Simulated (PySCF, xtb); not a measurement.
CF3NOSi, SMILES N(=C=O)[Si](F)(F)F. The values are those of a single conformer.

Harmonic wavenumbers (cm⁻¹) from GFN2-xTB in xtb 6.7.1 at its own minimum, in rising order: 19, 43, 170, 172, 253, 259, 265, 493, 495, 639, 887, 973, 981, 1579, 2536.

Task: What does r2SCAN-D4/def2-SVP run with PySCF give at its own minimum? (An estimate is asked for; the answer gives what the named calculation found.)

Result: 51, 51, 249, 250, 331, 362, 362, 613, 613, 621, 883, 1013, 1013, 1561, 2479. Paired by order, the mean absolute difference is 59 cm⁻¹ and the zero-point energies are 14.0 and 14.9 kcal/mol.
